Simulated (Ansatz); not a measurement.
```tsv
atom	x (Å)	y (Å)	z (Å)
H	0.3700	0.0000	3.8000
H	-0.3700	0.0000	3.8000
H	0.3700	0.0000	0.0000
H	-0.3700	0.0000	0.0000
```

RHF on singlet H4 in separate pieces was run in several spherical basis sets with Ansatz (development build ahead of 0.2.0).

Rank the basis sets by the total energy that they give, lowest first, with the distance from the lowest.
A. cc-pVDZ
B. def2-SVP
C. 6-31G

B (0.00 eV), A (0.01 eV), C (0.12 eV).
